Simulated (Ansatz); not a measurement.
C2H6AlNSe (`C=[N][Al]([CH3])[SeH]`), relaxed with RKS PBE0-D4/def2-TZVP in Ansatz from a PBE-D4/def2-SVP geometry. The force threshold is 0.005 eV/Å; the program also tests the step.

Charge 0, multiplicity 1.

Start:

```xyz
11

C    -1.037   -2.207   -0.239
N    -0.566   -1.042   -0.228
Al    0.097    0.600   -0.208
C     1.307    1.204    1.204
Se   -0.545    2.027   -1.951
H    -1.997   -2.483    0.273
H    -0.535   -3.064   -0.763
H     0.764    1.813    1.958
H     1.774    0.349    1.732
H     2.116    1.839    0.789
H    -1.378    0.964   -2.568
```

| step | energy (eV) | largest force (eV/Å) | largest move (Å) |
| --- | --- | --- | --- |
| 1 | -75596.4042 | 0.573 | 0.000 |
| 2 | -75596.4501 | 0.228 | 0.032 |
| 3 (rejected) | -75596.4330 | 0.572 | 0.039 |
| 4 | -75596.4536 | 0.191 | 0.013 |
| 5 | -75596.4540 | 0.077 | 0.003 |
| 6 | -75596.4541 | 0.015 | 0.004 |
| 7 | -75596.4541 | 0.013 | 0.003 |
| 8 | -75596.4542 | 0.019 | 0.016 |
| 9 | -75596.4542 | 0.026 | 0.012 |
| 10 (rejected) | -75596.4534 | 0.108 | 0.074 |
| 11 | -75596.4543 | 0.011 | 0.013 |
| 13 | -75596.4544 | 0.024 | 0.011 |
| 15 | -75596.4545 | 0.017 | 0.018 |
| 17 (rejected) | -75596.4543 | 0.066 | 0.063 |
| 19 (rejected) | -75596.4540 | 0.114 | 0.074 |
| 21 | -75596.4546 | 0.028 | 0.049 |
| 23 (rejected) | -75596.4546 | 0.012 | 0.007 |
| 25 | -75596.4547 | 0.007 | 0.008 |
| 27 | -75596.4547 | 0.013 | 0.001 |
| 29 | -75596.4547 | 0.007 | 0.012 |
| 31 | -75596.4547 | 0.011 | 0.012 |
| 33 | -75596.4547 | 0.007 | 0.003 |
| 35 | -75596.4547 | 0.005 | 0.004 |
| 37 | -75596.4548 | 0.004 | 0.006 |
| 39 | -75596.4548 | 0.003 | 0.006 |
| 40 | -75596.4548 | 0.003 | 0.010 |

End:

```xyz
11

C    -0.984   -2.201   -0.266
N    -0.544   -1.040   -0.235
Al    0.076    0.594   -0.193
C     1.291    1.191    1.198
Se   -0.621    2.033   -1.882
H    -1.918   -2.496    0.240
H    -0.471   -3.017   -0.801
H     0.865    2.028    1.759
H     1.512    0.388    1.904
H     2.236    1.538    0.771
H    -1.441    0.981   -2.495
```

Hardware: 4 threads of an Intel Xeon 6975P-C on a shared host. Wall time 87 s, peak host memory 0.71 GiB.
